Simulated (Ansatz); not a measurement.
Consider the ligand exchange at a B–C bond: `OBCB[SiH3]` + `OCS` → `OBSCO` + `CB[SiH3]`.

Program: Ansatz. Geometries: PBE0-D4/def2-TZVP. ΔE: electronic, gas phase. CBS: MP2 limit from def2 TZ/QZ plus the TZ coupled-cluster correction, frozen cores. One conformer a species, not always the lowest.

`OBCB[SiH3]`:

Cartesian coordinates in Å:
```
O 0.843 -2.015 -1.061
B -0.028 -1.056 -1.453
C -1.026 -0.470 -0.387
B -0.432 0.893 0.032
Si 0.517 1.234 1.779
H 1.414 -2.322 -1.770
H -0.013 -0.662 -2.589
H -1.163 -1.181 0.430
H -1.957 -0.305 -0.946
H -0.482 1.805 -0.750
H 1.923 1.665 1.520
H 0.556 0.058 2.692
H -0.153 2.355 2.503
```

`OCS`:

Z-matrix (Å, degrees):
```
C
S 1 1.793
O 1 1.405 2 110.6
H 1 1.095 2 109.2 3 123.4
H 1 1.097 2 104.5 3 -120.8
H 2 1.343 1 96.4 3 -70.0
H 3 0.962 1 108.1 2 177.5
```

`OBSCO`:

Z-matrix (Å, degrees):
```
C
O 1 1.393
S 1 1.829 2 114.0
H 1 1.088 2 107.2 3 -120.0
H 1 1.095 2 112.5 3 119.5
H 2 0.961 1 108.7 3 -57.5
B 3 1.797 1 102.6 2 -82.9
O 7 1.354 3 120.9 1 -4.2
H 7 1.198 3 116.8 1 177.1
H 8 0.960 7 113.1 3 -179.1
```

`CB[SiH3]`:

Cartesian coordinates in Å:
```
C -0.149 0.747 -1.384
B -0.640 0.279 0.010
Si 0.435 -0.879 1.266
H 0.284 1.742 -1.168
H -0.943 0.930 -2.112
H 0.654 0.161 -1.833
H -1.713 0.655 0.398
H 0.482 -0.305 2.641
H 1.836 -1.124 0.817
H -0.246 -2.205 1.365
```

| species | MP2/CBS(def2) energy (Eh) |
| --- | --- |
| `OBCB[SiH3]` | -456.64819 |
| `OCS` | -513.33314 |
| `OBSCO` | -613.96911 |
| `CB[SiH3]` | -356.03727 |

**Question.** Work out ΔE.

**Answer.** ΔE = (-613.96911) + (-356.03727) − (-456.64819) − (-513.33314) = -0.02505 Eh = -65.8 kJ/mol. CCSD(T)/CBS gives -63.2 kJ/mol.

Largest T1 diagnostic among the species: 0.014.
